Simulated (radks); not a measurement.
Os IV, 73 electrons, occupied as [Xe] 4f12 5d7 (not the ground configuration). Calculated with a radial shooting solver on a logarithmic mesh with Libxc functionals: non-relativistic Kohn-Sham, PBEsol, spin-unpolarised, spherical densities, point nucleus; relativity is left out, which matters for an element this heavy.

Unscreened Slater integrals over Kohn-Sham orbitals (cm^-1).

| integral | value |
|---|---|
| F0(5d,5d) | 133350 |
| F2(5d,5d) | 69975 |
| F4(5d,5d) | 46659 |
| F0(5d,5p) | 148180 |
| F2(5d,5p) | 75656 |
| G1(5d,5p) | 93501 |
| G3(5d,5p) | 58094 |
| F0(5d,5s) | 152240 |
| G2(5d,5s) | 68254 |
| F0(5d,4f) | 171780 |
| F2(5d,4f) | 40542 |
| F4(5d,4f) | 18882 |
| G1(5d,4f) | 12627 |
| G3(5d,4f) | 12223 |
| G5(5d,4f) | 9873.2 |
| F0(5p,5p) | 170200 |
| F2(5p,5p) | 91999 |
| F0(5p,5s) | 176780 |
| G1(5p,5s) | 122330 |
| F0(5p,4f) | 211110 |
| F2(5p,4f) | 62668 |
| G2(5p,4f) | 21812 |
| G4(5p,4f) | 18932 |
| F0(5s,5s) | 184350 |
| F0(5s,4f) | 225430 |
| G3(5s,4f) | 24464 |
| F0(4f,4f) | 387070 |
| F2(4f,4f) | 193110 |
| F4(4f,4f) | 123160 |
| F6(4f,4f) | 89205 |

Derived for the open shells (J is the average intra-shell exchange parameter used in DFT+U). 4f: F4/F2 = 0.638, F6/F2 = 0.462, J = (286 F2 + 195 F4 + 250 F6)/6435 = 15780 cm^-1. 5d: Racah B = F2/49 - 5 F4/441 = 899.0 cm^-1, C = 35 F4/441 = 3703 cm^-1, C/B = 4.12, F4/F2 = 0.667, J = (F2 + F4)/14 = 8331 cm^-1.
